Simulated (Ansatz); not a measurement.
Reaction (formal exchange of groups at the Si–Si bond): `C[Si](N)(O)[SiH3]` + ethylene → `C=C[Si](C)(N)O` + SiH₄

Isolated molecules relaxed with PBE0-D4/def2-TZVP in Ansatz; ΔE leaves out vibrations. CCSD(T)/CBS adds triple-zeta CCSD(T) − MP2 to the extrapolated MP2 energy (def2 sets, frozen cores). This one scheme is used for every species. DFT in def2-TZVPP. B3LYP here is the variant with VWN-RPA as its local correlation; programs differ in this. Each species was taken in one conformer, which may not be the lowest.

```tsv
level	ΔE (kJ/mol)	difference from CCSD(T)/CBS
r2SCAN-D4	-11.8	3.5
PBE0-D4	-6.1	9.2
ωB97M-V	-19.5	-4.2
B2PLYP	-15.8	-0.5
PBE	-0.7	14.6
r2SCAN	-11.3	4.0
PBE0	-4.9	10.4
B3LYP	-10.8	4.5
CCSD/def2-TZVPP	-17.9	-2.6
CCSD(T)/def2-TZVPP	-17.7	-2.4
HF/def2-QZVPP	-21.6	-6.3
MP2/def2-QZVPP	-22.2	-6.9
SCS-MP2/def2-QZVPP	-22.1	-6.8
HF/CBS(def2)	-21.7	-6.4
MP2/CBS(def2)	-21.1	-5.8
CCSD/CBS(def2)	-15.5	-0.2
CCSD(T)/CBS	-15.3	0
```

Largest T1 diagnostic among the species: 0.012.

From PBE to PBE0 (25 % exact exchange), in def2-TZVPP and without D4, ΔE moves by −4.2 kJ/mol.
